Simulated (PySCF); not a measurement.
# How methods differ on the excitation energy of C

C [He] 2s2 2p2 (3P) → C [He] 2s1 2p3 (5S), as a difference of total energies. Calculation: PySCF 2.14, in dyall-acv3z (15s9p4d2f, 76 functions); the non-relativistic Hamiltonian (point nucleus). Correlated levels: valence and next inner shell: nothing frozen; virtual orbitals above 40 to 60 times the deepest correlated orbital energy dropped. The calculations carry no spin-orbit coupling.

| method | excitation energy (eV) | error (eV) |
| --- | --- | --- |
| UHF | 2.570 | -1.609 |
| MP2 (valence and next inner shell) | 3.726 | -0.453 |
| SCS-MP2 (valence and next inner shell) | 4.300 | +0.121 |
| CCSD (valence and next inner shell) | 4.058 | -0.121 |
| CCSD(T) (valence and next inner shell) | 4.114 | -0.065 |

Reference: 4.179 eV (measured; NIST levels, between the centres of gravity of the two terms).

Errors of the correlated levels include the incompleteness of this basis.
